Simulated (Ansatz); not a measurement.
Geometry optimisation, RKS PBE/6-31G* (Ansatz).

Input:

```yaml
crystal:
  periodic: [false, false, false]
  atoms:
    - { symbol: B, position_ang: [-0.029354, -0.225283, -0.057968] }
    - { symbol: H, position_ang: [-0.044796, -0.659575, 1.06264] }
    - { symbol: "N", position_ang: [1.251012, -0.082285, -0.64125] }
    - { symbol: H, position_ang: [2.11788, -0.354855, -0.181841] }
    - { symbol: H, position_ang: [1.382914, 0.207271, -1.611208] }
    - { symbol: C, position_ang: [-1.358827, 0.02818, -0.868196] }
    - { symbol: H, position_ang: [-1.985983, -0.88316, -0.895803] }
    - { symbol: H, position_ang: [-1.958617, 0.80468, -0.361691] }
    - { symbol: H, position_ang: [-1.193383, 0.354446, -1.911587] }
    - { symbol: O, position_ang: [0.014252, 1.959405, 1.380814] }
    - { symbol: H, position_ang: [0.783656, 1.928132, 0.771922] }
    - { symbol: H, position_ang: [0.053646, 1.053643, 1.786468] }
basis:
  gaussian: { orbitals: "6-31G*" }
hamiltonian:
  xc: pbe
relax:
  f_tol: 0.03
  max_steps: 50
output:
  orbitals: {}
```

Command:

```bash
$ ansatz run input.yaml --threads 1 --pin off --max-ram 2048MiB --backend cpu --events-out ev --progress --plain --runs-dir out
```

Question: Where does it end, and by what steps?

Answer: It converged. The force dipped under the threshold on the way, but the program's further checks kept it going. After 11 steps the energy has fallen by 0.083 eV; H12 moved furthest, 0.64 Å.

```tsv
step	energy less start (eV)	largest force component (eV/Å)	accepted
0	0.0000	0.641	yes
1	-0.0545	0.431	yes
2	-0.0590	0.733	yes
3	-0.0722	0.506	yes
4	-0.0716	0.480	no
5	-0.0782	0.295	yes
6	-0.0819	0.024	yes
7	-0.0825	0.137	yes
8	-0.0827	0.086	yes
9	-0.0829	0.069	yes
10	-0.0830	0.036	yes
11	-0.0830	0.023	yes
```

```xyz
12
Properties=species:S:1:pos:R:3
B -0.051 -0.407 -0.141
H -0.075 -0.990 0.921
N 1.232 -0.073 -0.633
H 2.100 -0.361 -0.185
H 1.377 0.369 -1.541
C -1.367 -0.034 -0.921
H -2.045 -0.902 -1.006
H -1.915 0.731 -0.339
H -1.200 0.374 -1.934
O 0.141 2.172 1.373
H 0.690 1.675 0.729
H 0.146 1.576 2.148
```

Whether the end is a true minimum wasn't checked by a vibrational analysis.

The run took 35 s on 1 thread of Arm Neoverse V1, with other jobs on the host, peak memory 0.14 GiB.
